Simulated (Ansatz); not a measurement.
CrNF3, relaxed as a singlet with RKS PBE0-D4/def2-SVP in Ansatz, starting from the GFN2-xTB geometry. Force threshold 0.02 eV/Å.

The restricted singlet is unstable towards broken spin symmetry in Hartree–Fock (as tested in another run); at PBE0-D4/def2-SVP this wasn't settled.

Start:

```xyz
5

Cr    0.0367   -0.0064    0.0793
N    -0.6399    0.1181   -1.3903
F     0.9954    1.3809    0.1914
F     0.8988   -1.4574   -0.0045
F    -1.2910   -0.0352    1.1241
```

```
step  energy (eV)  largest force component (eV/Å)  SCF passes
   1  -38035.6236                           7.373          34
   2  -38036.0964                           3.817          37
   3  -38036.2014                           1.434          38
   4  -38036.2156                           0.048          38
   5  -38036.2157                           0.009          28
```

Force components are those of the run's own axes.

End:

```xyz
5

Cr    0.006   -0.001    0.013
N    -0.610    0.112   -1.325
F     0.986    1.363    0.195
F     0.891   -1.440    0.001
F    -1.273   -0.034    1.116
```

By distances, no bond broke or formed. The bond that changes most is Cr1–N2, from 1.62 to 1.48 Å (atoms count from 1).

No frequencies were taken in this run, so the end may be a saddle point.

It took 7 s on 4 threads of Arm Neoverse V2 on a shared host.
